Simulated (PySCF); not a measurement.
# Which orbitals make which state

Compound: InH2(SiH3).
Geometry (PBE0-D3(BJ)/def2-SVP, Å), atoms numbered from 1 in this order:
```xyz
7
H5InSi angstrom
In     0.7246    1.2661    0.0127
H      2.4613    1.2962    0.0428
H     -0.1287    2.7784   -0.0409
Si    -0.5614   -0.9807    0.0126
H     -1.9118   -0.8599    0.6477
H      0.1871   -2.0635    0.7257
H     -0.7710   -1.4366   -1.4006
```

Computed with TDDFT B3LYP/def2-SVPD, vertical, gas phase, core orbitals frozen in the response, def2 core potentials past Kr (PySCF 2.14.0, density-fitted response routines). Spin–orbit coupling is left out.

Orbital energies (eV): HOMO-3 -9.55, HOMO-2 -9.54, HOMO-1 -7.95, HOMO -7.19, LUMO -2.40, LUMO+1 -0.47, LUMO+2 0.04.

Computed singlets:

| state | E (eV) | f |
| --- | --- | --- |
| S1 | 3.84 | 0.0015 |
| S2 | 4.49 | 0.0000 |
| S3 | 6.20 | 0.230 |
| S4 | 6.28 | 0.0000 |
| S5 | 6.42 | 0.011 |
| S6 | 6.54 | 0.255 |
| S7 | 6.55 | 0.014 |
| S8 | 6.92 | 0.166 |
| S9 | 6.95 | 0.141 |
| S10 | 7.21 | 0.103 |

**Question.** Which orbital pair leads each of S1, S2, S3, S5, S9 and S10, and how does its energy difference Δε compare with the excitation energy?

**Answer.** 

```json
{"state": "S1", "leading configuration": "HOMO→LUMO", "weight": "0.99", "Δε (eV)": "4.79", "E (eV)": "3.84", "E − Δε (eV)": "-0.95", "f": "0.0015", "other configurations": "–"}
{"state": "S2", "leading configuration": "HOMO-1→LUMO", "weight": "1.00", "Δε (eV)": "5.54", "E (eV)": "4.49", "E − Δε (eV)": "-1.06", "f": "0.0000", "other configurations": "–"}
{"state": "S3", "leading configuration": "HOMO→LUMO+1", "weight": "0.64", "Δε (eV)": "6.72", "E (eV)": "6.20", "E − Δε (eV)": "-0.51", "f": "0.230", "other configurations": "H-3→L (24%)"}
{"state": "S5", "leading configuration": "HOMO→LUMO+2", "weight": "0.94", "Δε (eV)": "7.23", "E (eV)": "6.42", "E − Δε (eV)": "-0.82", "f": "0.011", "other configurations": "–"}
{"state": "S9", "leading configuration": "HOMO-1→LUMO+1", "weight": "0.85", "Δε (eV)": "7.47", "E (eV)": "6.95", "E − Δε (eV)": "-0.52", "f": "0.141", "other configurations": "–"}
{"state": "S10", "leading configuration": "HOMO-1→LUMO+2", "weight": "0.98", "Δε (eV)": "7.99", "E (eV)": "7.21", "E − Δε (eV)": "-0.78", "f": "0.103", "other configurations": "–"}
```

E − Δε runs from -1.06 to -0.51 eV. Among themselves, these states come in the order of their orbital differences.

H and L stand for HOMO and LUMO. The other states: S4 6.28 eV, f 0.0000, H-2→L (75%), H-3→L (20%); S6 6.54 eV, f 0.255, H-3→L (50%), H→L+1 (23%), H-2→L (12%); S7 6.55 eV, f 0.014, H→L+3 (85%); S8 6.92 eV, f 0.166, H→L+4 (89%).

**Question.** Which computed triplets share their leading configuration (75% or more) with a singlet, and how far apart are the partners?

**Answer.** 

```
configuration  triplet  E(T) (eV)  singlet  E(S) (eV)  E(S) − E(T) (eV)
    HOMO→LUMO       T1       3.36       S1       3.84             +0.48
  HOMO-1→LUMO       T2       4.13       S2       4.49             +0.36
```

The 4 triplets are Tamm–Dancoff values, the singlets full response.

The vertical ionisation energy (ΔSCF) is 9.39 eV, 2.18 eV above S10.
